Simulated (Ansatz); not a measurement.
Program: Ansatz. Geometries: PBE0-D4/def2-TZVP. ΔE: electronic, gas phase. CCSD(T)/CBS is the MP2 limit (def2-TZVPP, def2-QZVPP) plus CCSD(T) − MP2 in def2-TZVPP, frozen cores. This one scheme is used for every species. DFT in def2-TZVPP. HSE06 is defined as in plane-wave codes. Elements past krypton have def2 core potentials. For In outer-core shells are correlated without core-valence functions, which leaves a few kJ/mol of doubt a bond.

`[SiH3][InH2]` + H₂S → `[SH][InH2]` + SiH₄  (cleavage of the In–Si bond)

`[SiH3][InH2]`:

```xyz
7

Si    0.993   -0.528    0.065
In   -1.263    0.701   -0.104
H     2.098    0.174   -0.643
H     0.883   -1.900   -0.508
H     1.390   -0.675    1.494
H    -1.421    2.224   -0.906
H    -2.680    0.004    0.602
```

H₂S:

```xyz
3

S     0.372   -0.010    0.496
H     0.538    0.359   -0.783
H    -0.910   -0.349    0.288
```

`[SH][InH2]`:

Cartesian coordinates in Å:
```
S -1.287 -0.218 -1.126
In 0.234 0.128 0.685
H -0.321 -0.379 -2.045
H 1.899 0.070 0.293
H -0.526 0.399 2.193
```

SiH₄:

Z-matrix (Å, degrees):
```
Si
H 1 1.485
H 1 1.485 2 109.5
H 1 1.485 2 109.5 3 -120.0
H 1 1.485 2 109.5 3 120.0
```

Question: Is it downhill or uphill in electronic energy at CCSD(T)/CBS, and by how much? (Estimate.)

Answer: Ansatz gave: Downhill: ΔE = -76.7 kJ/mol.

Question: What do these levels give: LDA (SPW92), revPBE-D4, B97M-V, PBE0-D4, r2SCAN0-D4, BHLYP-D4, BLYP, r2SCAN, HSE06, MP2/def2-SVP, CCSD/def2-TZVPP, SCS-MP2/def2-QZVPP? (An estimate is asked.)

Answer: Ansatz gave: LDA (SPW92) -67.1, revPBE-D4 -68.6, B97M-V -75.7, PBE0-D4 -69.3, r2SCAN0-D4 -75.2, BHLYP-D4 -78.4, BLYP -75.4, r2SCAN -76.4, HSE06 -69.9, MP2/def2-SVP -80.9, CCSD/def2-TZVPP -74.2, SCS-MP2/def2-QZVPP -82.3 kJ/mol.

Largest T1 diagnostic among the species: 0.014.

In def2-TZVPP, CCSD(T) changes the Hartree–Fock value by +10.5 kJ/mol (the triples alone add −0.8 kJ/mol) and MP2 by +4.2 kJ/mol. From BLYP to BHLYP (50 % exact exchange), in def2-TZVPP and without D4, ΔE moves by −3.8 kJ/mol.
